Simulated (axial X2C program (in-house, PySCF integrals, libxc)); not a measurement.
**SeN⁻: from the spin-free to the two-component result**

All values were computed with an in-house relativistic program for diatomic molecules. Spin-free means the one-electron spin-free X2C Hamiltonian; two-component (2c) means X2C with spin–orbit coupling and atomic mean-field two-electron Coulomb and Gaunt terms, so the difference of the two also holds small scalar two-electron terms. Basis: Se dyall-acv3z [9s10p7d5f1g], N dyall-av3z [7s7p3d2f] (cores contracted in-house); Gaussian nuclei, density fitting, unrestricted open shells. Masses: Se 79.917 u, N 14.003 u.

Spin-free state: M_S = 1, Λ = 0 (beyond evenly filled blocks: π+α, π-α); fragments Se- + N.

| level | Re (Å) | ωe (cm⁻¹) | De (eV) | μ (D) |
| --- | --- | --- | --- | --- |
| PBE0 | 1.742 | 773.9 | 3.417 | -2.42 |
| HF | 1.785 | 681.0 | 0.779 | -1.53 |
| MP2 | 1.723 | 801.8 | 2.918 | n/a |
| PBEsol | 1.746 | 761.7 | 4.226 | -2.49 |

Correlated methods: 12 electrons correlated (number of frozen shells: Se 3 s, 2 p, 1 d; N 1 s), 244 virtual spin orbitals or spinors in MP2.

Dipoles are positive if N is the positive end and refer to the centre of mass.

Two-component determinant lowest at the distance of the search:

Ω = 1 (⟨Sz⟩ = 1.00, ⟨Lz⟩ = 0.00 at HF); fragments Se- + N.

```json
{"level": "PBE0", "Re (Å)": "1.742", "ωe (cm⁻¹)": "772.7", "De (eV)": "3.382", "μ (D)": "-2.42"}
{"level": "HF", "Re (Å)": "1.786", "ωe (cm⁻¹)": "679.2", "De (eV)": "0.688", "μ (D)": "-1.54"}
{"level": "MP2", "Re (Å)": "1.724", "ωe (cm⁻¹)": "801.1", "De (eV)": "2.835", "μ (D)": "n/a"}
{"level": "PBEsol", "Re (Å)": "1.746", "ωe (cm⁻¹)": "760.8", "De (eV)": "4.174", "μ (D)": "-2.49"}
```

(1) From the two tables, how do the constants change at the MP2 level (2c against spin-free)?

Occupations by symmetry block were frozen at the best pattern of an incomplete PBE0 search. Dissociation energies refer to the lowest single-determinant-based atoms at the same level and basis. Density functionals use the spin component along the axis (collinear). Other states lie close and PBE0, whose exact exchange favours high spin, may order them wrongly; the determinant shown need not be the ground state. The nearest other spin-free determinant of the search, M_S = 0, Λ = 2, lies 0.91 eV up at the distance of the search. The functionals have no current-density term, which raises determinants with orbital currents, atoms included. With several unpaired electrons one determinant need not be a pure state. Open-shell Ω = 0 determinants with evenly filled partner blocks cannot be reached by this program, so the Ω shown need not be the lowest component. This is the Ω = 1 component of a π² triplet; the 0⁺ component is not one determinant and can lie lowest. The highest occupied level of some functionals is positive through self-interaction error; at Hartree–Fock it is bound. The determinant is spin-polarised beyond a pure state at some levels (its spin-free form has ⟨S²⟩ too high), which makes Re and μ there less reliable. Hartree–Fock gets electron affinities wrong, so its lowest charge split need not be the true one.

Results:

(1) At the MP2 level Re is unchanged within 0.001 Å and ωe drops by 0.7 cm⁻¹; De changes by -0.083 eV.
